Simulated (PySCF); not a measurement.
C6H4Cl, SMILES Clc1cc[c]cc1, multiplicity 2.

Geometry optimised at PBE0-D3(BJ)/def2-SVP. The isomer is the one that the SMILES or the coordinates give; other isomers of the formula were not compared.

Method: SMD-ωB97X/def2-SVP (PySCF).

Solvation free energies are E(SMD) − E(gas) at the gas-phase geometry, for 1 M in both phases. In vacuum the dipole moment is 0.78 D.

Computed solvation free energies in water, dimethylsulfoxide, 1-octanol:
```tsv
solvent	ΔG(solv) (kcal/mol)	its non-electrostatic (CDS) part	dipole (D)
water	-0.5	3.0	0.93
dimethylsulfoxide	-3.8	-0.4	0.93
1-octanol	-4.1	-1.1	0.92
```
